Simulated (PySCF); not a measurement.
## MoI₃: calculation against measurement

Isolated MoI₃, optimised in PySCF with density fitting and no spin–orbit coupling; def2 sets carry scalar-relativistic core potentials from Rb on. It is a quartet of D3h symmetry: PBE0/def2-TZVP Mo–I 2.581 Å (×3).

Formally Mo is in oxidation state +3, d3, with 3 unpaired electrons (the high-spin count). The Mulliken spin on Mo is 3.19. The polar-tensor charge on Mo, 1.15, is far below the formal one.

Problem. The tabulated gas-phase entropy at 298.15 K and 1 bar is 403.53 J/(mol K) (Chase, 1998, NIST Chemistry WebBook). What do rigid-rotor harmonic-oscillator sums give?

Solution. PBE0/def2-TZVP 411.0 J/(mol K). Only the spin multiplicity enters the electronic part, so orbital degeneracy and low-lying levels are missing. Tables of this kind often rest on estimated structures and frequencies for high-temperature species, so a gap need not be the fault of the calculation.

Problem. ΔfH°(298 K) is 182.84 kJ/mol (Chase, 1998, NIST Chemistry WebBook), and for the gaseous atoms Mo 659.0, I 106.8 kJ/mol (tabulated in the package mendeleev). Compare the atomisation enthalpy with the calculations.

Solution. From the tables it is 659.0 + 3 × 106.8 − (182.8) = 796 kJ/mol. To a computed De one adds −ZPE (-5.0), the atoms' spin–orbit lowering from NIST levels (-91.0) and the thermal terms (4.2), all taken at PBE0/def2-TZVP.
| level | De (kJ/mol) | ΔatH°(298 K) | computed − tabulated |
| --- | --- | --- | --- |
| PBE0/def2-TZVP | 805 | 714 | -83 |

 With open d or f shells other occupations or spin states may lie lower. Spin–orbit coupling, left out here, can matter for elements this heavy.
